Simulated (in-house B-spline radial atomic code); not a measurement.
RPA and G0W0 on LDA VWN5: the iodine ion I⁶⁺

Configuration [Kr] 4d10 5s1, highest spin, mean-field start LDA VWN5. Computed with an all-electron radial atomic-structure program (B-spline basis): all electrons, non-relativistic, point nucleus, each spin shell either full or empty, empty states to l = 9 with an (l + 1/2)⁻⁴ tail; G0W0 by contour deformation at full frequency.

Without relativity these are model numbers: it shifts the levels of so heavy an element strongly and can reorder them.

Command:
```bash
python run_gw.py task.json out
```
Settings (radii: box in bohr, nucleus in fm):
```
Z                        53
electrons                47
configuration            [Kr] 4d10 5s1
hamiltonian              nr
method                   lda,vwn
lmax                     9
spin_polarised           True
box_radius               9.29
intervals                51
ion_configuration        [Kr] 4d10
```

Cost of the run: 8.2 s on 1 thread of Arm Neoverse N1, with other jobs on the host.

Energies (hartree):

```json
{"term": "mean-field total", "value": "-6906.56111"}
{"term": "Hartree-Fock functional on these orbitals", "value": "-6910.03041"}
{"term": "direct second order", "value": "-4.1916"}
{"term": "second-order exchange", "value": "1.1538"}
{"term": "SOSEX correction", "value": "1.0791"}
```

What is the RPA correlation energy, and what remains with SOSEX?

RPA gives -3.7173 hartree (-2.15 eV per electron); RPA + SOSEX gives -2.6382, and the second-order doubles -3.0378 hartree (no singles). SOSEX takes back 29 % of the RPA value.

Quasi-particle levels (eV):

```json
{"level": "5s up", "occupied": "yes", "mean field": "-80.07", "Σx - vxc": "-3.22", "Σc": "?", "QP weight": "?", "G0W0": "?"}
{"level": "4d down", "occupied": "yes", "mean field": "-125.42", "Σx - vxc": "-12.13", "Σc": "0.59", "QP weight": "0.952", "G0W0": "-136.95"}
{"level": "4d up", "occupied": "yes", "mean field": "-125.73", "Σx - vxc": "-12.14", "Σc": "0.60", "QP weight": "0.948", "G0W0": "-137.28"}
{"level": "5s down", "occupied": "no", "mean field": "-78.54", "Σx - vxc": "9.29", "Σc": "-3.18", "QP weight": "0.948", "G0W0": "-72.43"}
```

G0W0 = mean field + (Σx - vxc) + Σc, with Σc (partial-wave tail included) taken at the quasi-particle energy. Only the outer levels were computed. Levels of low weight are left out.

Where does G0W0 put 5s up?

At -85.64 eV, with Σc = -2.35 eV and a quasi-particle weight of 0.969. The tabulated removal energy is 87.61 ± 0.06 eV (NIST, semi-empirical); the calculation leaves out relativity, Breit and QED terms, and what these don't explain is the method's own error.

What does it cost to remove one electron (to [Kr] 4d10) by differences of total energies, each species on its own start (correlation terms add to the Hartree-Fock functional)?

LDA VWN5 85.95 eV, Hartree-Fock functional 83.02 eV, + RPA 85.34 eV, + RPA + SOSEX 84.53 eV, + second order 85.55 eV. Tabulated: 87.61 ± 0.06 eV (NIST, semi-empirical); the calculation leaves out relativity, Breit and QED terms, and what these don't explain is the method's own error.
